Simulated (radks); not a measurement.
Results of a calculation; reference values are marked as such.
S V, configuration [Ne] 3s2 (the NIST ground configuration). Level of theory: scalar-relativistic Kohn-Sham, PBE, spin-unpolarised, spherical densities, finite nucleus; Fermi nuclear charge, rms radius 3.2611 fm (a radial shooting solver on a logarithmic mesh with Libxc functionals).

Unscreened Slater integrals over Kohn-Sham orbitals (hartree).

| integral | value |
|---|---|
| F0(3s,3s) | 0.61316 |
| F0(3s,2p) | 0.80862 |
| G1(3s,2p) | 0.067696 |
| F0(3s,2s) | 0.80050 |
| G0(3s,2s) | 0.053915 |
| F0(3s,1s) | 0.89369 |
| G0(3s,1s) | 0.028528 |
| F0(2p,2p) | 2.0874 |
| F2(2p,2p) | 0.96658 |
| F0(2p,2s) | 1.9744 |
| G1(2p,2s) | 1.1699 |
| F0(2p,1s) | 2.9179 |
| G1(2p,1s) | 0.42130 |
| F0(2s,2s) | 1.8998 |
| F0(2s,1s) | 2.6818 |
| G0(2s,1s) | 0.22332 |
| F0(1s,1s) | 9.7162 |
